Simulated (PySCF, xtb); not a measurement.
sulfur difluoride (F2S), SMILES S(F)F.

Harmonic wavenumbers (cm⁻¹) from GFN2-xTB (xtb 6.7.1) at its own minimum, in rising order: 272, 672, 724.

### Question
What does r2SCAN-D4/def2-TZVP run with PySCF give at its own minimum? (The exact figures need the calculation; the answer reports its results.)

### Answer
345, 806, 834. Paired by order, the mean absolute difference is 106 cm⁻¹ and the zero-point energies are 2.4 and 2.8 kcal/mol.
